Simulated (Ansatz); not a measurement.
`OB(S)O[SiH3]` → B• + 5 H• + 2 O• + S• + Si•  (atomization)

Program: Ansatz. Geometries: PBE0-D4/def2-TZVP. ΔE: electronic, gas phase. CCSD(T)/CBS adds triple-zeta CCSD(T) − MP2 to the extrapolated MP2 energy (def2 sets, frozen cores). This one scheme is used for every species, atoms too. For atomizations the MP2-based limit and the directly extrapolated one differ by several kJ/mol either way, and by 10 to 25 for some Ge, Se and Sn compounds, so smaller differences from it don't rank the levels. Functionals use def2-TZVPP. Open shells (•) are unrestricted, without spin–orbit coupling. Spin–orbit coupling would lower the free atoms: a little for B, O, S, Si. Each species was taken in one conformer, which may not be the lowest.

(1) What is ΔE at CCSD(T)/CBS? (An estimate is asked.)

(2) What do these levels give: BLYP-D4, r2SCAN0-D4, BHLYP-D4, ωB97M-V, B2PLYP, PBE-QIDH, PBE, r2SCANh, BHLYP, CCSD/def2-SVP, SCS-MP2/def2-TZVPP, HF/CBS(def2)? (Estimate.)

(3) What do rigid-rotor, harmonic-oscillator terms from PBE0-D4/def2-TZVP frequencies (298.15 K, 1 bar) make of the CCSD(T)/CBS value? (Estimate.)

Largest T1 diagnostic among the species: 0.014.

Answers

(1) Ansatz gave: +39.03 eV.

(2) Computed: BLYP-D4 38.83, r2SCAN0-D4 38.48, BHLYP-D4 37.82, ωB97M-V 39.19, B2PLYP 38.54, PBE-QIDH 38.58, PBE 39.15, r2SCANh 38.83, BHLYP 37.53, CCSD/def2-SVP 36.12, SCS-MP2/def2-TZVPP 38.54, HF/CBS(def2) 28.81 eV.

(3) The calculation gave: ΔZPE = -1.61 eV, ΔH = +37.83 eV, ΔS = 1023 J/(mol·K), ΔG = +34.67 eV. Open shells count their whole term as degenerate. Modes under 50 cm⁻¹ make the entropy rough.

The D4 term adds +0.38 eV with B3LYP and +0.20 eV with PBE0; it sums over pairs of atoms, weighted by their polarisabilities, and B3LYP, whose exchange is more repulsive, gets the larger term. From r2SCAN to r2SCAN0 (25 % exact exchange), in def2-TZVPP and without D4, ΔE moves by −0.71 eV: exact exchange takes away binding that semilocal exchange gives to molecules. Leaving LDA and LC-ωPBE aside and taking each functional with its dispersion term where it has one, the values, not all of them listed here, spread over 1.56 eV, from BHLYP-D4 to PBE-D4. LDA lies +5.35 eV from PBE without D4, its usual overbinding.

B3LYP here is the variant with VWN-RPA as its local correlation; programs differ in this.
